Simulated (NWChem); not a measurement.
# CH3BeF; SMILES [F][Be][CH3]

Computed with NWChem. Structure relaxed at the PBE0-D3(BJ)/def2-TZVP level. Level: PBE0/aug-cc-pVDZ; rows give the wavelength of the field.

### Question
Order these by “isotropic polarisability (bohr³)”, lowest first: 400 nm; 589 nm; static.

### Answer
static (28.0), 589 nm (28.8), 400 nm (29.9)
